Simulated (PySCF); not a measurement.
Species: MnI2 (sextet state).
Bonds: Mn1–I2, Mn1–I3.

Method: PBE0-D3(BJ)/def2-SVP geometry optimisation, gas phase, def2 core potentials past Kr (PySCF 2.14.0); unrestricted, density fitting, grid level 1; the optimiser is geomeTRIC in internal coordinates, started from a GFN2-xTB structure with every atom displaced at random (about 0.03 Å).

Step 0: E = -47516.1966 eV
```
atom  x, y, z in Å  |  force x, y, z in eV/Å
Mn1    -0.5729   -0.4430   -0.0068   -0.769  -0.520  -0.465
I2      0.2577    0.1359    2.1555    0.458   0.288   1.874
I3      0.2989    0.2099   -2.1686    0.310   0.232  -1.409
```

**Question.** Estimate the geometry and energy of step 1. (The exact step hangs on the optimiser's Hessian estimate; all steps are aligned on step 0, rigid shifts and turns removed.)

**Answer.** E = -47516.4411 eV, largest force 0.543 eV/Å
```
atom  x, y, z in Å  |  force x, y, z in eV/Å
Mn1    -0.5448   -0.4225   -0.0144    0.090   0.086  -0.091
I2      0.2438    0.1246    2.2860   -0.039  -0.046   0.539
I3      0.2845    0.2007   -2.2915   -0.051  -0.041  -0.448
```

The energy changes by -0.2445 eV. The first-order estimate −F·Δx gives -0.3728 eV and the mean of the old and new forces, exact on a quadratic surface, -0.2527 eV. The step makes an angle of 40° with the force vector and moves no atom by more than 0.132 Å.

What follows is the cost of the whole optimisation. Time: 77 s of wall time; peak memory 0.39 GiB. Hardware: an Intel Xeon 6975P-C with one thread, no GPU, shared host.
